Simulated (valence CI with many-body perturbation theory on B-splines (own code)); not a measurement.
# Level structure of Rb23+

Level of theory: configuration interaction combined with many-body perturbation theory (CI+MBPT): four valence electrons over a frozen Dirac-Fock core [Ne], a basis of 11 s, 11 p, 10 d, 8 f, 5 g, 2 h functions for each j, with the one-electron correlation potential Σ1, the two-electron term Σ2, the three-electron term Σ3, Breit, model QED; selected CI, second order for the rest, scaled by the run's own slope (own B-spline code, finite nucleus).

No measured levels were compared; by estimate levels of excited configurations hold to 0.05 to 0.15 % of their energy, terms of the ground configuration to about 0.5 %. Among the levels kept, up to 740 cm⁻¹ of a level comes from second order outside the variational space, and about a tenth of that is noise between levels of different J, which matters for small intervals.

Levels 91 to 135 of 173, with energies above the lowest level, 3s²3p² ³P_0. "Leading %" is the weight of the configuration and term that name the level; weights of strongly mixed levels are sums over their largest components and can fall short, so below about 35 % the name and the second component can differ from the true leading terms, or belong to a minority configuration. Lifetimes count E1, E2, E3, M1 and M2 decay at the calculated energies, and are blank where another channel may lead or the interval is too uncertain; long ones can be off by a factor of two.

```tsv
No.	Configuration	Term	J	E (cm⁻¹)	Leading %	Lifetime	g	Second component
91	3s3p²3d	¹D	2	1835700	60	4.21 ps	1.068	14 % 3s²3d² ³P
92	3s²3d²	³P	0	1845100	75	4.30 ps		18 % 3s3p²3d ³P
93	3s²3d²	³P	1	1851500	76	4.51 ps	1.494	19 % 3s3p²3d ³P
94	3s²3d²	¹G	4	1858400	80	7.99 ps	1.003	15 % 3s3p²3d ¹G
95	3s²3d²	³P	2	1860900	42	4.39 ps	1.296	16 % 3s3p²3d ¹D
96	3s²3d²	¹D	2	1875800	46	4.84 ps	1.128	20 % 3s²3d² ³P
97	3p³3d	³F°	2	1906500	45	34.8 ps	0.881	8 % 3p³3d ¹D°
98	3p³3d	³F°	3	1925000	36	21.6 ps	1.224	26 % 3p³3d ⁵D°
99	3p³3d	¹S°	0	1928400	35	27.7 ps		30 % 3p³3d ⁵D°
100	3p³3d	⁵D°	1	1946200	64	13.6 ps	1.322	14 % 3p³3d ³P°
101	3p³3d	⁵D°	4	1955500	51	16.9 ps	1.339	27 % 3p³3d ³F°
102	3p³3d	⁵D°	2	1960300	41	17.5 ps	1.329	39 % 3p³3d ³D°
103	3p³3d	⁵D°	0	1970300	55	17.2 ps		30 % 3p³3d ¹S°
104	3p³3d	⁵D°	2	1973600	34	19.6 ps	1.107	24 % 3p³3d ³D°
105	3p³3d	³F°	3	1979800	35	31.1 ps	1.206	21 % 3p³3d ³D°
106	3p³3d	³D°	1	1980200	64	23.8 ps	0.667	16 % 3p³3d ⁵D°
107	3s²3d²	¹S	0	1984400	76	4.20 ps		16 % 3s3p²3d ¹S
108	3p³3d	³G°	3	1991300	54	28.0 ps	0.896	17 % 3s3p3d² ³G°
109	3p³3d	⁵D°	3	2000600	42	17.1 ps	1.353	37 % 3p³3d ³D°
110	3p³3d	³F°	4	2001400	55	31.2 ps	1.281	18 % 3p³3d ⁵D°
111	3p³3d	³G°	4	2020400	50	30.3 ps	1.142	14 % 3p³3d ⁵D°
112	3s3p3d²	⁵G°	2	2028800	91	35.1 ps	0.373	
113	3p³3d	³G°	5	2037200	73	43.9 ps	1.198	25 % 3s3p3d² ³G°
114	3s3p3d²	⁵G°	3	2045900	91	35.2 ps	0.933	
115	3p³3d	³D°	1	2053500	51	14.4 ps	0.826	10 % 3p³3d ³P°
116	3p³3d	¹D°	2	2060100	43	23.4 ps	1.026	14 % 3s3p3d² ¹D°
117	3p³3d	¹G°	4	2064200	74	20.6 ps	1.059	8 % 3p³3d ⁵D°
118	3s3p3d²	⁵G°	4	2068800	87	34.6 ps	1.157	6 % 3s3p3d² ⁵F°
119	3p³3d	¹P°	1	2074000	24	11.1 ps	1.482	19 % 3p³3d ³S°
120	3p³3d	³P°	0	2087200	60	17.8 ps		16 % 3s3p3d² ³P°
121	3p³3d	³P°	2	2097400	58	7.61 ps	1.437	19 % 3s3p3d² ³P°
122	3s3p3d²	⁵G°	5	2099400	87	33.0 ps	1.273	9 % 3s3p3d² ⁵F°
123	3s3p3d²	³S°	1	2107300	23	11.3 ps	1.665	20 % 3p³3d ³S°
124	3p³3d	³D°	2	2114300	22	13.6 ps	1.257	16 % 3s3p3d² ⁵D°
125	3p³3d	³P°	1	2117400	30	8.86 ps	1.119	21 % 3p³3d ³D°
126	3s3p3d²	⁵D°	0	2123300	94	14.3 ps		5 % 3s3p3d² ³P°
127	3s3p3d²	⁵D°	1	2123500	62	13.0 ps	1.175	21 % 3s3p3d² ⁵F°
128	3s3p3d²	⁵D°	3	2124200	28	13.1 ps	1.333	15 % 3s3p3d² ⁵F°
129	3p³3d	³F°	2	2132900	16	13.9 ps	1.019	16 % 3s3p3d² ⁵F°
130	3p³3d	³F°	2	2135700	36	15.9 ps	0.956	13 % 3s3p3d² ⁵D°
131	3p³3d	³F°	3	2136700	51	14.0 ps	1.076	6 % 3s3p3d² ³G°
132	3s3p3d²	⁵F°	1	2137600	64	8.04 ps	0.517	22 % 3s3p3d² ⁵D°
133	3s3p3d²	⁵F°	2	2149000	44	8.79 ps	1.290	35 % 3s3p3d² ⁵D°
134	3s3p3d²	⁵G°	6	2149800	100	39.6 ps	1.331	
135	3s3p3d²	⁵F°	3	2151400	26	12.2 ps	1.264	25 % 3p³3d ³D°
```

Names give the largest LS component (configuration and term), which can be under half, so a name can repeat, a term be missing and a line seem to break the LS rules; names also repeat where a configuration has a term twice.

Where two levels of one J and parity lie close, their mixing, g and order are uncertain.
